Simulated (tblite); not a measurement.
C₄H₁₃NSeSi.
Bonds: C1–N2, N2–Si3, Si3–Se4, Se4–C5, C5–C6, C5–C7. Hydrogens: H8, H9, H10 on C1; H11 on N2; H12, H13 on Si3; H14 on C5; H15, H16, H17 on C6; H18, H19, H20 on C7.

Computed with GFN2-xTB (tblite), gas phase: L-BFGS steps from a force-field or distance-geometry start until the largest atomic force falls under 0.01 eV/Å.

Step 0: E = -626.7692 eV
```
atom  x, y, z in Å  |  force x, y, z in eV/Å
C1      3.2328   -0.7524   -0.2155    1.406  -0.574   0.379
N2      2.9530    0.6545   -0.1071   -0.826   0.573  -0.329
Si3     1.3051    1.1511   -0.3574    0.355   1.166   0.041
Se4    -0.1674    0.3989    1.2113    0.785   0.036   1.323
C5     -1.8988    0.3442    0.3239    0.094   0.156  -1.029
C6     -1.6310   -0.3474   -1.0173    0.519  -0.215  -0.394
C7     -2.9216   -0.4704    1.0512   -1.596  -0.417   0.447
H8      3.3412   -1.1073   -1.2531   -0.222   0.061   0.153
H9      2.5246   -1.4044    0.3244   -0.009   0.657  -0.309
H10     4.2156   -0.9178    0.2760   -0.323  -0.117  -0.213
H11     3.6808    1.2650   -0.5198   -0.720  -0.781   0.414
H12     0.7356    0.8377   -1.6618    0.090  -0.069  -0.246
H13     1.2751    2.6333   -0.2295    0.200  -0.396  -0.025
H14    -2.2844    1.3703    0.1892    0.301  -0.231   0.038
H15    -2.3106   -1.2024   -1.0644    0.320   0.139  -0.548
H16    -1.7723    0.3344   -1.8641   -0.122  -0.327   0.167
H17    -0.5688   -0.7131   -1.0613   -1.228  -0.014  -0.141
H18    -2.5456   -1.4582    1.3903   -0.081   0.792   0.060
H19    -3.4454    0.0905    1.8641    0.764  -0.574  -0.318
H20    -3.7231   -0.6959    0.3082    0.296   0.135   0.531
```

Step 1: E = -626.9524 eV
```
atom  x, y, z in Å  |  force x, y, z in eV/Å
C1      3.2528   -0.7606   -0.2100    0.270   0.101   0.066
N2      2.9412    0.6627   -0.1118   -0.433  -0.337  -0.141
Si3     1.3101    1.1678   -0.3568   -0.050   0.708  -0.067
Se4    -0.1562    0.3994    1.2302    0.533   0.069   0.944
C5     -1.8974    0.3464    0.3092   -0.117  -0.339  -0.278
C6     -1.6236   -0.3504   -1.0229   -0.063  -0.061  -0.226
C7     -2.9444   -0.4764    1.0576   -0.239  -0.002  -0.164
H8      3.3381   -1.1064   -1.2509   -0.124   0.051   0.147
H9      2.5245   -1.3950    0.3200    0.044   0.541  -0.242
H10     4.2110   -0.9195    0.2730    0.258  -0.136   0.079
H11     3.6705    1.2538   -0.5139   -0.395  -0.405   0.235
H12     0.7369    0.8367   -1.6653    0.126  -0.024  -0.097
H13     1.2779    2.6276   -0.2298    0.189  -0.057   0.007
H14    -2.2801    1.3670    0.1897    0.258  -0.066  -0.034
H15    -2.3060   -1.2004   -1.0723    0.253   0.062  -0.516
H16    -1.7740    0.3297   -1.8618   -0.100  -0.215  -0.008
H17    -0.5863   -0.7133   -1.0633   -0.601  -0.168  -0.152
H18    -2.5467   -1.4468    1.3911   -0.070   0.526   0.132
H19    -3.4345    0.0823    1.8596    0.406  -0.251   0.104
H20    -3.7189   -0.6939    0.3158   -0.146   0.004   0.211
```

Problem. Estimate the geometry and energy of step 2. (The exact step hangs on the optimiser's Hessian estimate; all steps are aligned on step 1, rigid shifts and turns removed.)

Solution. E = -627.0477 eV, largest force 0.534 eV/Å
```
atom  x, y, z in Å  |  force x, y, z in eV/Å
C1      3.2652   -0.7608   -0.2069   -0.210   0.225  -0.089
N2      2.9276    0.6574   -0.1165   -0.223  -0.437  -0.021
Si3     1.3105    1.1892   -0.3582   -0.253   0.044  -0.065
Se4    -0.1405    0.4011    1.2577    0.235   0.094   0.462
C5     -1.8997    0.3392    0.2983   -0.052  -0.278   0.157
C6     -1.6228   -0.3528   -1.0298   -0.359   0.058  -0.027
C7     -2.9569   -0.4782    1.0558    0.406   0.196  -0.287
H8      3.3342   -1.1050   -1.2468   -0.030   0.019   0.074
H9      2.5255   -1.3796    0.3131   -0.005   0.337  -0.107
H10     4.2155   -0.9231    0.2739    0.417  -0.091   0.167
H11     3.6583    1.2411   -0.5067   -0.176  -0.153   0.129
H12     0.7402    0.8359   -1.6686    0.124   0.020   0.006
H13     1.2832    2.6246   -0.2298    0.180   0.379   0.047
H14    -2.2728    1.3645    0.1891    0.273  -0.086  -0.057
H15    -2.2988   -1.1983   -1.0866    0.054  -0.119  -0.471
H16    -1.7769    0.3234   -1.8612   -0.100  -0.036  -0.196
H17    -0.6055   -0.7173   -1.0675   -0.022  -0.285  -0.158
H18    -2.5487   -1.4313    1.3944   -0.003   0.201   0.165
H19    -3.4218    0.0740    1.8606    0.189  -0.003   0.313
H20    -3.7210   -0.6933    0.3230   -0.444  -0.086  -0.044
```

The energy changes by -0.0953 eV. The first-order estimate −F·Δx gives -0.1425 eV and the mean of the old and new forces, exact on a quadratic surface, -0.0952 eV. The step makes an angle of 11° with the force vector and moves no atom by more than 0.032 Å.

The cost below is that of the whole relaxation. The run took 2.4 s wall on one thread of an Arm Neoverse V1, no GPU, on a shared host.
